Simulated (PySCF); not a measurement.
# Electronic structure of N (nitrogen, neutral) at the UHF level

Configuration: [He] 2s2 2p3, high-spin 4S determinant. Computed with PySCF 2.14 in aug-cc-pVDZ (4s3p2d, 23 functions), with the non-relativistic Hamiltonian (point nucleus).

```json
{
  "Total energy": "-54.393183 hartree",
  "One-electron energy": "-73.9119 hartree",
  "Hartree (Coulomb) energy": "26.1166 hartree",
  "Exchange energy": "-6.5979 hartree",
  "Kinetic energy": "54.37259 hartree",
  "⟨S²⟩": "3.7571",
  "⟨L²⟩": "0.000",
  "Sum of ⟨r⟩": "7.370 bohr",
  "Sum of ⟨r²⟩": "12.17 bohr²",
  "Density at the nucleus (Gaussians lack the cusp)": "197 bohr⁻³",
  "Spin density at the nucleus": "0.354 bohr⁻³",
  "Langevin diamagnetic susceptibility": "-9.64 ×10⁻⁶ cm³/mol",
  "Time after the integrals": "0.03 s of wall time on 1 thread of INTEL(R) XEON(R) PLATINUM 8581C CPU @ 2.30GHz (shared host)"
}
```

```csv
shell,electrons,mean orbital energy (hartree),"rms radius, mean of both spins (bohr)"
1s α,1,-15.67967,0.265
1s β,1,-15.58766,0.265
2s α,1,-1.16501,1.48
2s β,1,-0.73053,1.48
2p α,3,-0.57053,1.59
```
